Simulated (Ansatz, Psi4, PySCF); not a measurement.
Pair of molecules: aminoborane (SMILES BN) (first 6 atoms) with aminoborane (SMILES BN); geometry from B3LYP-D3(BJ)/def2-TZVP, rigid monomers moved along the line of their centres of mass till H5···N8 is 2.26 Å.
(charge 0, multiplicity 1):
```xyz
12

B     -0.7839     0.3552    -0.2907
N      0.4300    -0.1995     0.0779
H     -1.0886     0.4051    -1.4420
H     -1.5094     0.7811     0.5601
H      0.7315    -0.2696     1.0382
H      1.0855    -0.5799    -0.5849
B      0.2253    -0.6994     3.7494
N     -0.0370     0.4633     3.0357
H     -0.4858    -1.6438     3.5955
H      1.1649    -0.7281     4.4833
H      0.5060     1.3060     3.1360
H     -0.8269     0.5731     2.4181
```

Interaction energies are E(AB) − E(A) − E(B) at the monomers' geometry in the complex; basis-set methods are counterpoise corrected.

Cores are frozen in the correlated methods. Rows in 6-31G* carry no dispersion term and start afresh at each structure (6-31G* with six Cartesian d functions).

Run with Ansatz (a program for electronic structure); Psi4 for SAPT; PySCF for 6-31G* rows, the dispersion terms. 

| level | interaction energy (kcal/mol) |
|---|---|
| PBE-D3(BJ)/def2-TZVPPD | -2.77 |
| r2SCAN/def2-TZVPPD | -1.86 |
| r2SCAN-D3(BJ)/def2-TZVPPD | -2.39 |
| B3LYP/6-31G* | [?] |
| PBE0/def2-TZVPPD | [?] |
| MP2/aug-cc-pVDZ | -1.40 |
| CCSD/aug-cc-pVDZ | -0.90 |
| CCSD(T)/aug-cc-pVDZ | -1.41 |
| SAPT0/jun-cc-pV(D+d)Z | -0.90 |

Task: What belongs in the gaps?

Result: 
- B3LYP/6-31G*, interaction energy (kcal/mol): -0.77
- PBE0/def2-TZVPPD, interaction energy (kcal/mol): -1.23
